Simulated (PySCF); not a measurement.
Input for PySCF: D3(BJ) and D4 dispersion corrections on H4P2 (SMILES PP), a point of a torsion scan.

```python
from pyscf import gto
from pyscf.dispersion import dftd3, dftd4

mol = gto.M(
    atom='''
    P    -1.07582797   -0.28185986   -0.58176944
    P     1.10726717   -0.04614766   -0.59461615
    H    -1.39395774    1.04054428   -0.28299641
    H    -1.17758096   -0.66118968    0.75240907
    H     1.29615522   -0.07972451    0.78463155
    H     1.10781927    1.34463020   -0.61216435
    ''',
    basis='def2-svp',
    charge=0, spin=0, verbose=0, max_memory=1800)
d3, d4 = {}, {}
for xc in ['hf', 'pbe', 'blyp', 'revpbe', 'tpss', 'r2scan', 'b3lyp', 'pbe0', 'bhlyp', 'camb3lyp', 'b2plyp']:
    d3[xc] = float(dftd3.DFTD3Dispersion(mol, xc=xc, version='d3bj', atm=False).get_dispersion()['energy'])
    print(f'D3(BJ) {xc:10s} {d3[xc]:14.8f} Eh')
for xc in ['hf', 'pbe', 'blyp', 'revpbe', 'tpss', 'r2scan', 'b3lyp', 'pbe0', 'bhlyp', 'camb3lyp', 'b2plyp']:
    d4[xc] = float(dftd4.DFTD4Dispersion(mol, xc={'camb3lyp': 'cam-b3lyp'}.get(xc, xc), atm=True).get_dispersion()['energy'])
    print(f'D4     {xc:10s} {d4[xc]:14.8f} Eh')
```

The log:

```
D3(BJ) hf            -0.04130346 Eh
D3(BJ) pbe           -0.00445579 Eh
D3(BJ) blyp          -0.01005106 Eh
D3(BJ) revpbe        -0.01134487 Eh
D3(BJ) tpss          -0.00568805 Eh
D3(BJ) r2scan        -0.00113189 Eh
D3(BJ) b3lyp         -0.00827635 Eh
D3(BJ) pbe0          -0.00388625 Eh
D3(BJ) bhlyp         -0.00685069 Eh
D3(BJ) camb3lyp      -0.00361737 Eh
D3(BJ) b2plyp        -0.00399353 Eh
D4     hf            -0.01516964 Eh
D4     pbe           -0.00403094 Eh
D4     blyp          -0.00910995 Eh
D4     revpbe        -0.01264319 Eh
D4     tpss          -0.00545087 Eh
D4     r2scan        -0.00087506 Eh
D4     b3lyp         -0.00662282 Eh
D4     pbe0          -0.00334209 Eh
D4     bhlyp         -0.00520494 Eh
D4     camb3lyp      -0.00338199 Eh
D4     b2plyp        -0.00276463 Eh
```

The run finished.

Cost: roughly 0.06 core-seconds.
